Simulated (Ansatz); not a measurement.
Geometry optimisation, RKS B3LYP/def2-TZVP in Ansatz.

Input:

```yaml
crystal:
  periodic: [false, false, false]
  atoms:
    - { symbol: C, position_ang: [0.13276, -1.13226, 0.2731] }
    - { symbol: Sb, position_ang: [0.81265, 0.74292, -0.00743] }
    - { symbol: H, position_ang: [-0.93356, -1.26069, 0.46229] }
    - { symbol: H, position_ang: [0.47744, -1.85498, -0.47204] }
    - { symbol: H, position_ang: [-0.2422, 2.08398, -1.48008] }
    - { symbol: H, position_ang: [-0.24709, 1.42102, 1.22415] }
total_charge: -1
basis:
  gaussian: { orbitals: def2-TZVP }
hamiltonian:
  xc: b3lyp
relax:
  f_tol: 0.015
  max_steps: 40
```

Command:

```bash
$ ansatz run input.yaml --threads 2 --pin off --max-ram 3072MiB --backend cpu --events-out ev --progress --plain --runs-dir out
```

Where does it end, and by what steps?

The run converged. Limits of this set-up: an anion without diffuse functions, the dipole of an ion depends on the origin. After 8 steps the energy has fallen by 0.415 eV; H5 moved furthest, 0.46 Å. Joined: Sb2–H5.

| step | energy less start (eV) | largest force component (eV/Å) | accepted |
| --- | --- | --- | --- |
| 0 | 0.0000 | 1.441 | yes |
| 1 | -0.2883 | 0.474 | yes |
| 2 | -0.3543 | 0.397 | yes |
| 3 | -0.3989 | 0.746 | yes |
| 4 | -0.3898 | 0.348 | no |
| 5 | -0.4137 | 0.153 | yes |
| 6 | -0.4147 | 0.034 | yes |
| 7 | -0.4143 | 0.071 | no |
| 8 | -0.4148 | 0.008 | yes |

```xyz
6
Properties=species:S:1:pos:R:3
C 0.077 -1.133 0.290
Sb 0.761 0.812 -0.068
H -1.010 -1.241 0.209
H 0.567 -1.791 -0.439
H -0.303 1.723 -1.205
H -0.091 1.630 1.213
```

Whether the end is a true minimum wasn't checked by a vibrational analysis.

The run took 10 s on 2 threads of AMD EPYC 9R14 (Zen 4) (shared host), peak memory 0.19 GiB.
